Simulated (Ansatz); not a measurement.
Species: H₅AlN₂S, SMILES `[NH2][Al]([NH2])[SH]` (N–Al–S–H torsion 162°) (charge 0, multiplicity 1).

### Question
Give a relaxed geometry from PBE-D3(BJ)/def2-TZVP in Ansatz (a first-principles code).

### Answer
One answer among several that fit: the end point of this relaxation, one of several conformers (outside a Z-matrix the atoms follow the SMILES, hydrogens last).
Bonds (Å): N1–Al2 1.776, N1–H5 1.014, N1–H6 1.015, Al2–N3 1.778, Al2–S4 2.204, N3–H7 1.014, N3–H8 1.015, S4–H9 1.354. Bond angles (°): Al2–N1–H5 125.6, Al2–N1–H6 124.0, H5–N1–H6 110.4, N1–Al2–N3 121.6, N1–Al2–S4 117.7, N3–Al2–S4 120.8, Al2–N3–H7 124.7, Al2–N3–H8 125.0, H7–N3–H8 110.3, Al2–S4–H9 92.3.
